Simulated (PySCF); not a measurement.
# Magnetic susceptibility: `O1N=C(N=C)C(O)=C1S`, C₄H₄N₂O₂S

Molfile (atoms numbered from 1):
```
C4H4N2O2S
     RDKit          3D

 13 13  0  0  0  0  0  0  0  0999 V2000
   -2.7590    0.2039    0.3231 C   0  0  0  0  0  0  0  0  0  0  0  0
   -1.5833    0.6624    0.2752 N   0  0  0  0  0  0  0  0  0  0  0  0
   -0.4907   -0.1733    0.3177 C   0  0  0  0  0  0  0  0  0  0  0  0
   -0.4746   -1.4902    0.4065 N   0  0  0  0  0  0  0  0  0  0  0  0
    0.8158   -1.8764    0.4158 O   0  0  0  0  0  0  0  0  0  0  0  0
    1.6147   -0.7980    0.3324 C   0  0  0  0  0  0  0  0  0  0  0  0
    3.3412   -1.0093    0.3220 S   0  0  0  0  0  0  0  0  0  0  0  0
    0.8377    0.3343    0.2662 C   0  0  0  0  0  0  0  0  0  0  0  0
    1.2420    1.6176    0.1747 O   0  0  0  0  0  0  0  0  0  0  0  0
   -3.5707    0.9155    0.2866 H   0  0  0  0  0  0  0  0  0  0  0  0
   -2.9989   -0.8543    0.3990 H   0  0  0  0  0  0  0  0  0  0  0  0
    3.5735    0.2994    0.2305 H   0  0  0  0  0  0  0  0  0  0  0  0
    0.4478    2.1689    0.1463 H   0  0  0  0  0  0  0  0  0  0  0  0
  1  2  2  0
  2  3  1  0
  3  4  2  0
  4  5  1  0
  5  6  1  0
  6  7  1  0
  6  8  2  0
  8  9  1  0
  8  3  1  0
  1 10  1  0
  1 11  1  0
  7 12  1  0
  9 13  1  0
M  END
```

The calculation used GIAO BHandHLYP/pcSseg-1 magnetisability, rotational g tensor and spin-rotation constants, non-relativistic, gas phase (PySCF). Geometry: GFN2-xTB.

Question: What are the magnetisability and the molar susceptibility?

Answer: Isotropic -1196 × 10⁻³⁰ J/T², or -72.0 × 10⁻⁶ cm³/mol; principal values -1624, -1032, -931 × 10⁻³⁰ J/T², anisotropy 648 × 10⁻³⁰ J/T² (root of half the summed squared differences of the principal values). The susceptibility is in cgs units.

Question: Split it along the inertial axes a, b, c into diamagnetic and paramagnetic parts about the centre of mass, with the quadrupole moment.

Answer: 
```csv
axis,χ (10⁻⁶ cm³/mol),diamagnetic (10⁻⁶ cm³/mol),paramagnetic (10⁻⁶ cm³/mol),summed x² of all electrons (Å²),quadrupole Θ (D Å)
a,-58.5,-440.1,381.6,304.8,+15.34
b,-59.7,-1346.9,1287.2,91.1,-7.67
c,-97.8,-1679.4,1581.6,12.7,-7.66
```
Anisotropies 2χaa − χbb − χcc = +40.4 and 2χbb − χaa − χcc = +37.0 × 10⁻⁶ cm³/mol. Θ is traceless in Buckingham's convention.

Question: And the rotational g tensor?

Answer: 
```
axis  rotational constant (GHz)        g  nuclear part  electronic part
   a                     3.4245  -0.0789        0.5350          -0.6139
   b                     0.9169  -0.0148        0.5397          -0.5545
   c                     0.7232  +0.0013        0.5387          -0.5374
```
Asymmetric top; isotopes 12C, 1H, 14N, 16O, 32S; no vibrational averaging.
